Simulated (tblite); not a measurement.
Input of a run (GFN2-xTB geometry optimisation, gas phase (tblite 0.8.0)), started from a force field or distance geometry:
```
{"job": {"kind": "relax", "xc": "GFN2-xTB", "basis": "xTB"}, "charge": 0, "multiplicity": 2}
N      3.119100    -0.631900    -0.252500
C      1.962500    -0.448900    -0.201700
C      0.555800    -0.257100    -0.100800
C     -0.487000    -1.092600    -0.424100
C     -1.670300    -0.437900    -0.146800
O     -1.365900     0.745100     0.287700
C     -0.055100     0.910000     0.336300
F      0.633300     2.009500     0.753800
H     -2.678700    -0.790200    -0.277100
```

Output (eV, eV/Å):
```
step      E/eV     max force
  0    -618.97744    3.684
  1    -619.01003    9.674
  2    -619.15674    4.252
  3    -619.28463    0.998
  4    -619.30553    0.571
  5    -619.31764    0.515
  6    -619.33434    0.387
  7    -619.33924    0.233
  8    -619.34343    0.168
  9    -619.34579    0.140
 10    -619.34701    0.109
 11    -619.34754    0.068
 12    -619.34779    0.061
 13    -619.34798    0.059
 14    -619.34824    0.049
 15    -619.34861    0.073
 16    -619.34902    0.075
 17    -619.34938    0.064
 18    -619.34970    0.055
 19    -619.34998    0.063
 20    -619.35019    0.057
 21    -619.35030    0.033
 22    -619.35035    0.018
 23    -619.35037    0.013
 24    -619.35038    0.006
```

Q: Summarise the run.

A: The energy falls by 0.373 eV over 24 L-BFGS steps, the largest force on an atom goes from 3.68 to 0.006 eV/Å, and the atoms move by 0.071 Å rms after alignment. The bond that changes most is C5–O6 (ends: carbon bonded to C, O and H; oxygen bonded to 2 C), which lengthens by 0.069 Å. Bonds longer at the end by more than 0.005 Å: 3 of 9; shorter: 6. Among the angles that change most is O6–C7–F8, from 127.8° to 116.9°. The energy never rose by more than 1e-5 eV on the way. The first step brought 9 % of the lowering.

Q: What are the final bond lengths?

A: N1≡C2 1.145 Å, C2–C3 1.403 Å, C3–C4 1.420 Å, C4–C5 1.344 Å, C5–O6 1.366 Å, O6–C7 1.330 Å, C7–F8 1.318 Å, C3–C7 1.374 Å, C5–H9 1.069 Å. Numbering counts from 1 in the input's order; the species is `c1(F)oc[c]c1C#N` [radical].

The run took 0.11 s wall on an Arm Neoverse V1 with one thread, no GPU, shared host.

Its GFN2-xTB frequencies are all real (lowest 131 cm⁻¹).

The numbers are calculated, not measured.
